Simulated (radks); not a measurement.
Valence configurations of Cd I (all share [Kr]). All-electron calculation, Dirac Kohn-Sham, PBEsol, spin-unpolarised, spherical densities, finite nucleus; open shells are shared between the two j in proportion to 2j + 1; Fermi nuclear charge, rms radius 4.6087 fm. Program: a radial shooting solver on a logarithmic mesh with Libxc functionals. Energies are relative to 4d10 5s2; eigenvalues in eV.

| valence | E (eV) | e(4d3/2) | e(4d5/2) | e(5p1/2) | e(5p3/2) | e(5s1/2) |
|---|---|---|---|---|---|---|
| 4d10 5s2 | 0.000 | -12.150 | -11.452 | - | - | -5.700 |
| 4d10 5p2 | 9.751 | -15.692 | -14.983 | -2.972 | -2.715 | - |
| 4d9 5s1 5p2 | 18.272 | -19.216 | -18.464 | -3.443 | -3.118 | -8.985 |
| 4d9.5 5s2 5p0.5 | 5.805 | -14.966 | -14.243 | -2.050 | -1.814 | -6.940 |
| 4d8 5p4 | 42.463 | -25.590 | -24.785 | -5.099 | -4.644 | - |
| 4d10 5s1.5 5p0.5 | 2.318 | -13.163 | -12.462 | -1.786 | -1.584 | -6.378 |
| 4d9.5 5s1 5p1.5 | 11.001 | -16.655 | -15.928 | -2.854 | -2.581 | -8.008 |
| 4d9 5p3 | 24.145 | -20.618 | -19.861 | -4.061 | -3.705 | - |
| 4d9 5s2 5p1 | 12.637 | -17.673 | -16.926 | -2.728 | -2.438 | -8.039 |
| 4d10 5s1 5p1 | 4.722 | -14.070 | -13.367 | -2.226 | -2.004 | -6.964 |

NIST lists [Kr] 4d10 5s2 as the ground configuration; this level of theory agrees among the configurations tried. The energies are those of spherical spin-averaged densities, not of single terms.
